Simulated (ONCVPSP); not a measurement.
Building the ONCV potential for osmium (PBE, fully relativistic).

| Quantity | Value |
| --- | --- |
| Element | osmium |
| Generator | ONCVPSP 4.0.1 |
| Type | optimised norm-conserving Vanderbilt (ONCV) |
| Functional | PBE |
| Relativity | fully relativistic |
| Frozen core | [Kr] 4d10 4f14 5s2 |
| Valence charge | 14 |
| Reference configuration | 5p6 5d7 6s1 |
| Partial waves | 6s: rc 2.25 bohr, ncon 4, nbas 7, qcut 3.3 1/bohr, 2 projectors, debl 2.1 Ha; 5p: rc 1.30 bohr, ncon 4, nbas 7, qcut 6.6 1/bohr, 2 projectors, debl 3.8 Ha; 5d: rc 2.15 bohr, ncon 3, nbas 8, qcut 7.8 1/bohr, 3 projectors, debl 2 Ha |
| Local potential | polynomial inside 1.25 bohr (lpopt 5, dvloc0 3 Ha) |
| Core correction | Teter function fitted to the true core (icmod 2), fcfact 0.4 |

Open shells are filled in proportion to 2j + 1.

Does the generator finish with these settings?

No. ONCVPSP 4.0.1 stopped with "ERROR pspot: first pseudo wave function has node, program will stop": the optimised pseudo-wave of the first projector has a node, so the radial equation cannot be inverted for a potential. It happened in the s channel.
